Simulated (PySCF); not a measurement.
GeOCl, SMILES [O]=[Ge][Cl], multiplicity 2. Geometry optimised at PBE-D3(BJ)/def2-TZVP.

Question: Give the equilibrium geometry at PBE-D3(BJ)/def2-TZVP (PySCF confirms it by a frequency run) as a Z-matrix, and its point group. (Estimate from the structure and the level; the computed values follow.)

Answer: point group Cs.
```
Ge
O 1 1.6761
Cl 1 2.1990 2 121.28
```
Charge 0, spin multiplicity 2.
